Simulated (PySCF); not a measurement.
This singlet lies 2.07 eV below the relaxed triplet at the level B3LYP-D3(BJ)/def2-TZVP (PySCF).

B3LYP has the VWN-RPA correlation part, as in Gaussian. 

Cartesian coordinates (Å):
```xyz
7

C     -1.1476    -0.3174    -0.1976
C      0.0290     0.0592     0.3115
Ge     1.5605     0.2327    -0.9276
F      2.7542     0.7315     0.2941
H     -1.2684    -0.5241    -1.2592
H     -2.0447    -0.4402     0.4021
H      0.1170     0.2583     1.3766
```
Charge 0, spin multiplicity 1.

Problem. What HOMO, HOMO–LUMO gap, dipole moment, LUMO and total energy does B3LYP-D3(BJ)/def2-TZVP run with PySCF give?

Solution. 
HOMO: -6.84 eV
HOMO–LUMO gap: 4.05 eV
dipole moment: 2.57 D
LUMO: -2.79 eV
total energy: -2254.9958 Ha
